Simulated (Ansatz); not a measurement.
**Nudged elastic band run: Cl3FGe2H4**

Input:

```yaml
crystal:
  periodic: [false, false, false]
  atoms:
    - { symbol: Ge, position_ang: [0.154808, -0.083484, -0.274412] }
    - { symbol: F, position_ang: [-0.27692, -0.681307, 1.352788] }
    - { symbol: Cl, position_ang: [2.280896, 0.308498, -0.127092] }
    - { symbol: Ge, position_ang: [-1.147086, 1.886204, -0.924443] }
    - { symbol: H, position_ang: [-2.61046, 1.447937, -1.120939] }
    - { symbol: H, position_ang: [-0.966046, 2.951187, 0.174823] }
    - { symbol: H, position_ang: [-0.501252, 2.33454, -2.257902] }
    - { symbol: Cl, position_ang: [-0.152347, -1.799297, -1.560583] }
    - { symbol: Cl, position_ang: [-2.821134, 0.841311, 2.208191] }
    - { symbol: H, position_ang: [-1.756759, 0.084009, 2.076467] }
basis:
  gaussian: { orbitals: def2-SVP }
hamiltonian:
  xc: pbe
neb:
  order_check: false
  images: 7
  f_tol: 0.5
  max_iterations: 60
  final_atoms:
    - { symbol: Ge, position_ang: [-0.2089618, -0.28829706, -0.29445144] }
    - { symbol: F, position_ang: [-1.21905979, 1.48501127, 2.05430767] }
    - { symbol: Cl, position_ang: [1.7878053, -0.24197296, 0.5510198] }
    - { symbol: Ge, position_ang: [-1.13006296, 1.89917168, -0.9042203] }
    - { symbol: H, position_ang: [-2.64870444, 1.83728621, -0.63795712] }
    - { symbol: H, position_ang: [-0.40488243, 2.98619961, -0.09243438] }
    - { symbol: H, position_ang: [-0.84592912, 2.03427084, -2.42255792] }
    - { symbol: Cl, position_ang: [-0.15335987, -1.64533748, -1.99691222] }
    - { symbol: Cl, position_ang: [-1.48061517, -1.35266811, 1.19152898] }
    - { symbol: H, position_ang: [-1.49252971, 0.57593398, 2.09857494] }
  initial_path:
    images:
      - { positions_ang: [[0.154808, -0.083484, -0.274412], [-0.27692, -0.681307, 1.352788], [2.280896, 0.308498, -0.127092], [-1.147086, 1.886204, -0.924443], [-2.61046, 1.447937, -1.120939], [-0.966046, 2.951187, 0.174823], [-0.501252, 2.33454, -2.257902], [-0.152347, -1.799297, -1.560583], [-2.821134, 0.841311, 2.208191], [-1.756759, 0.084009, 2.076467]] }
      - { positions_ang: [[0.11972471, -0.05825168, -0.20054738], [-0.22881602, -0.51929511, 1.52659048], [2.24589789, 0.25253705, -0.24878092], [-1.14111864, 1.90673958, -0.88985932], [-2.5992494, 1.48314126, -1.14266717], [-1.01901369, 2.9725472, 0.21501534], [-0.46654702, 2.38648126, -2.19555487], [-0.35155391, -1.799192, -1.37340164], [-2.71887713, 0.61646302, 1.83025797], [-1.63674679, 0.04842743, 2.02584551]] }
      - { positions_ang: [[0.08464142, -0.03301936, -0.12668276], [-0.18071203, -0.35728323, 1.70039297], [2.21089978, 0.19657611, -0.37046983], [-1.13515128, 1.92727515, -0.85527564], [-2.5880388, 1.51834551, -1.16439534], [-1.07198139, 2.99390741, 0.25520768], [-0.43184204, 2.43842252, -2.13320774], [-0.55076082, -1.799087, -1.18622029], [-2.61662026, 0.39161503, 1.45232493], [-1.51673458, 0.01284586, 1.97522402]] }
      - { positions_ang: [[0.04955813, -0.00778704, -0.05281814], [-0.13260805, -0.19527134, 1.87419545], [2.17590167, 0.14061516, -0.49215875], [-1.12918392, 1.94781073, -0.82069197], [-2.57682819, 1.55354977, -1.18612351], [-1.12494908, 3.01526761, 0.29540002], [-0.39713705, 2.49036378, -2.0708606], [-0.74996773, -1.798982, -0.99903893], [-2.51436338, 0.16676705, 1.0743919], [-1.39672238, -0.02273571, 1.92460253]] }
      - { positions_ang: [[0.01447483, 0.01744528, 0.02104648], [-0.08450407, -0.03325945, 2.04799794], [2.14090356, 0.08465422, -0.61384766], [-1.12321656, 1.9683463, -0.78610829], [-2.56561759, 1.58875403, -1.20785168], [-1.17791677, 3.03662782, 0.33559236], [-0.36243207, 2.54230503, -2.00851347], [-0.94917464, -1.798877, -0.81185758], [-2.41210651, -0.05808093, 0.69645886], [-1.27671017, -0.05831729, 1.87398104]] }
      - { positions_ang: [[-0.04138433, -0.05899031, -0.057828], [-0.368143, 0.34630823, 2.04957537], [2.05262899, 0.00299742, -0.3226308], [-1.12492816, 1.95105265, -0.81563629], [-2.5863893, 1.65088708, -1.06537804], [-0.98465819, 3.02402077, 0.22858567], [-0.48330634, 2.41529649, -2.11202458], [-0.75022095, -1.76049212, -1.10812124], [-2.17923368, -0.38172773, 0.82022639], [-1.33066505, 0.10024553, 1.93012952]] }
      - { positions_ang: [[-0.09724349, -0.13542589, -0.13670248], [-0.65178193, 0.72587591, 2.0511528], [1.96435443, -0.07865937, -0.03141393], [-1.12663976, 1.93375899, -0.84516429], [-2.60716102, 1.71302012, -0.9229044], [-0.7913996, 3.01141372, 0.12157899], [-0.6041806, 2.28828794, -2.21553569], [-0.55126726, -1.72210724, -1.4043849], [-1.94636084, -0.70537452, 0.94399392], [-1.38461994, 0.25880835, 1.98627799]] }
      - { positions_ang: [[-0.15310265, -0.21186147, -0.21557696], [-0.93542086, 1.10544359, 2.05273024], [1.87607986, -0.16031616, 0.25980293], [-1.12835136, 1.91646533, -0.8746923], [-2.62793273, 1.77515317, -0.78043076], [-0.59814101, 2.99880666, 0.0145723], [-0.72505486, 2.16127939, -2.3190468], [-0.35231356, -1.68372236, -1.70064856], [-1.713488, -1.02902131, 1.06776145], [-1.43857482, 0.41737116, 2.04242647]] }
      - { positions_ang: [[-0.2089618, -0.28829706, -0.29445144], [-1.21905979, 1.48501127, 2.05430767], [1.7878053, -0.24197296, 0.5510198], [-1.13006296, 1.89917168, -0.9042203], [-2.64870444, 1.83728621, -0.63795712], [-0.40488243, 2.98619961, -0.09243438], [-0.84592912, 2.03427084, -2.42255792], [-0.15335987, -1.64533748, -1.99691222], [-1.48061517, -1.35266811, 1.19152898], [-1.49252971, 0.57593398, 2.09857494]] }
```

Launched with:

```bash
$ ansatz run input.yaml --threads 4 --pin off --max-ram 5120MiB --backend cpu --events-out ev --progress --plain --runs-dir out
```

Output, in part (warnings, iteration lines, the closing report on the highest movable image, with atoms numbered from 0):

```
NEB end point (image 0): max|allowed force component| = 8.237e-3 eV/Å (the criterion of neb.relax_end_points is 1.000e-1)
NEB end point (image 8): max|allowed force component| = 2.654e-2 eV/Å (the criterion of neb.relax_end_points is 1.000e-1)
NEB iter   1: max|band force component| = 8.341e0 eV/Å  barrier→ = 2.7477 eV  barrier← = 2.7977 eV  Δτ_max = 0.2000 Å  (245 SCF iters)
NEB iter   2: max|band force component| = 2.115e0 eV/Å  barrier→ = 1.1734 eV  barrier← = 1.2234 eV  Δτ_max = 0.2000 Å  (221 SCF iters)
NEB iter   3: max|band force component| = 9.308e-1 eV/Å  barrier→ = 0.9058 eV  barrier← = 0.9558 eV  Δτ_max = 0.2000 Å  (210 SCF iters)
NEB iter   4: max|band force component| = 1.125e0 eV/Å  barrier→ = 0.8554 eV  barrier← = 0.9054 eV  Δτ_max = 0.1002 Å  (208 SCF iters)
NEB iter   5: max|band force component| = 9.687e-1 eV/Å  barrier→ = 0.8571 eV  barrier← = 0.9070 eV  Δτ_max = 0.0997 Å  (191 SCF iters)
NEB iter   6: max|band force component| = 5.028e-1 eV/Å  barrier→ = 0.8514 eV  barrier← = 0.9013 eV  Δτ_max = 0.0859 Å  (191 SCF iters)
NEB iter   7: max|band force component| = 3.072e-1 eV/Å  barrier→ = 0.8433 eV  barrier← = 0.8933 eV  CI = image 4  Δτ_max = 0.0000 Å  (387 SCF iters)
Total energy: -153326.09009626 eV, -5634.6298828811 hartree
Atom 0 at    -0.243861    -0.021905    -0.092529 Å, force     0.073823     0.011955     0.025786 eV/Å
Atom 1 at    -0.111391     0.234971     1.914274 Å, force    -0.019380    -0.107282    -0.084093 eV/Å
Atom 2 at     1.945678    -0.044527    -0.089501 Å, force     0.029306     0.057625    -0.056942 eV/Å
Atom 3 at    -1.152363     2.098709    -0.903792 Å, force    -0.032954     0.017044     0.013367 eV/Å
Atom 4 at    -2.670479     1.914277    -1.114528 Å, force     0.035239     0.000310    -0.006579 eV/Å
Atom 5 at    -0.836478     3.143382     0.191424 Å, force    -0.010349    -0.009210    -0.012031 eV/Å
Atom 6 at    -0.420986     2.425661    -2.226541 Å, force     0.019011     0.005933     0.005135 eV/Å
Atom 7 at    -0.616156    -1.782639    -1.334483 Å, force     0.024083     0.008527     0.104829 eV/Å
Atom 8 at    -2.466819    -0.586915     1.209266 Å, force    -0.114798     0.042589     0.083750 eV/Å
Atom 9 at    -1.223444    -0.091415     1.993308 Å, force    -0.003981    -0.027490    -0.073223 eV/Å
Dipole moment:    -0.160371     0.542569    -0.163482 e Å
```

The forces met the threshold. The threshold of 0.5 eV/Å is loose, so the images may lie well off the minimum-energy path. The order of the point at the top wasn't checked. The orbitals stay closed-shell, which can raise the energy where a bond breaks towards radicals; this wasn't checked here.

Final band (atoms are numbered from 1 in the order of the input):

| image | path coordinate (Å) | energy (kJ/mol) | Ge1–F2 (Å) | Cl9–H10 (Å) | Ge1–Cl9 (Å) |
| --- | --- | --- | --- | --- | --- |
| 0 | 0.00 | 0.0 | 1.79 | 1.31 | 3.98 |
| 1 | 0.77 | 0.4 | 1.79 | 1.32 | 3.84 |
| 2 | 1.54 | 2.9 | 1.79 | 1.31 | 3.65 |
| 3 | 2.31 | 25.6 | 1.83 | 1.34 | 3.22 |
| 4 | 3.08 | 81.4 | 2.03 | 1.55 | 2.64 |
| 5 | 3.85 | 55.8 | 2.40 | 1.82 | 2.37 |
| 6 | 4.62 | 14.0 | 2.80 | 2.00 | 2.26 |
| 7 | 5.39 | -0.7 | 3.07 | 2.11 | 2.23 |
| 8 | 6.16 | -4.8 | 3.11 | 2.13 | 2.23 |

The run took 120 s on 4 threads of Arm Neoverse V1 (shared host), peak memory 0.26 GiB.
